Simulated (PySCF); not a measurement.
HIOSn (SMILES [OH][Sn][I]), singlet, at a GFN2-xTB geometry (such geometries of metal compounds can be far from the true shape) (core potentials on I, Sn). Base run: PySCF with PBE/def2-SVP, polarisability.

Here is a job for PySCF.
```python
from pyscf import gto, scf, dft
from pyscf.prop import polarizability

mol = gto.Mole()
mol.atom = '''
    Sn    0.00223737   -0.96941399    0.83157350
    I     0.23370172    1.26131941   -0.73401605
    O    -1.33071078   -2.04604945   -0.20873231
    H    -1.85237357   -2.01083377   -1.00596569
'''
mol.basis = 'def2-svp'
mol.ecp = {'I': 'def2-svp', 'Sn': 'def2-svp'}
mol.verbose = 4
mol.build()

mf = dft.RKS(mol)
mf.xc = 'pbe'
mf.kernel()
alpha = mf.Polarizability().polarizability()[2, 2]
print('alpha_zz =', alpha)
```

The base run was repeated with changes; each row names its change, and settings that it needs were set with it.

```
change                                         alpha_zz (bohr³)  basis functions  core-seconds (rough)
---------------------------------------------  ----------------  ---------------  --------------------
base                                                      65.66               71                    10
basis = STO-3G                                            32.97               60                     7
finite field (a.u.) = 2e-4; conv_tol = 1e-6               57.82               71                    10
finite field (a.u.) = 0.001; conv_tol = 1e-6              65.70               71                    10
finite field (a.u.) = 2e-4; conv_tol = 1e-11              65.66               71                    10
functional = camb3lyp                                         ?               71                    20
finite field (a.u.) = 0.001; conv_tol = 1e-11             65.66               71                    10
basis = def2-TZVP                                         76.84              137                    40
finite field (a.u.) = 0.005; conv_tol = 1e-11             65.67               71                    20
functional = lda,vwn                                      64.87               71                     8
finite field (a.u.) = 0.02; conv_tol = 1e-11              65.75               71                    20
functional = pbe0                                         64.07               71                    10
```

Task: Some entries are withheld; supply them.

Result: 
- functional = camb3lyp, alpha_zz (bohr³): 62.75

Finite-field rows take the second difference of the energy in a field along z; a small field with loose convergence shows SCF noise divided by the square of the field, and a large one adds hyperpolarisability.
